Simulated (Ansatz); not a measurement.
CH$_{7}$NOSi$_{2}$, SMILES `C=N[SiH](O)[SiH3]` at its PBE0-D4/def2-TZVP geometry, where that method's forces vanish. Charge 0, multiplicity 1.

| atom | x (Å) | y (Å) | z (Å) |
| --- | --- | --- | --- |
| C1 | 0.000 | -2.249 | -0.565 |
| N2 | -0.150 | -1.074 | -0.988 |
| Si3 | -0.685 | 0.304 | -0.084 |
| O4 | -1.155 | -0.014 | 1.470 |
| Si5 | 1.136 | 1.769 | 0.022 |
| H6 | -0.227 | -2.566 | 0.464 |
| H7 | 0.378 | -3.034 | -1.231 |
| H8 | -1.836 | 0.854 | -0.851 |
| H9 | -2.070 | -0.253 | 1.620 |
| H10 | 1.590 | 2.128 | -1.347 |
| H11 | 2.261 | 1.120 | 0.748 |
| H12 | 0.757 | 3.015 | 0.742 |

Problem. For each bond, give half the difference of the two atoms' forces along it (eV/Å; positive pushes the atoms apart) under PBE-D4, r2SCAN-D4, B3LYP-D4, ωB97M-V in def2-TZVPP. (An estimate is asked.)

Solution. Ansatz gave: 
| bond | length (Å) | PBE-D4 | r2SCAN-D4 | B3LYP-D4 | ωB97M-V |
| --- | --- | --- | --- | --- | --- |
| C1–N2 | 1.258 | 0.65 | 0.30 | 0.14 | 0.06 |
| C1–H6 | 1.100 | -0.02 | -0.05 | -0.06 | -0.09 |
| C1–H7 | 1.096 | -0.03 | -0.07 | -0.12 | -0.10 |
| N2–Si3 | 1.733 | -0.11 | -0.09 | 0.01 | 0.11 |
| Si3–O4 | 1.655 | 0.29 | 0.05 | 0.15 | 0.14 |
| Si3–Si5 | 2.339 | -0.11 | 0.02 | 0.03 | -0.05 |
| Si3–H8 | 1.489 | 0.02 | -0.03 | -0.14 | -0.17 |
| O4–H9 | 0.958 | 0.33 | 0.02 | -0.02 | -0.06 |
| Si5–H10 | 1.487 | 0.08 | -0.02 | -0.07 | -0.09 |
| Si5–H11 | 1.488 | 0.09 | -0.01 | -0.06 | -0.09 |
| Si5–H12 | 1.488 | 0.09 | -0.02 | -0.07 | -0.09 |

B3LYP here is the variant with VWN-RPA as its local correlation; programs differ in this.
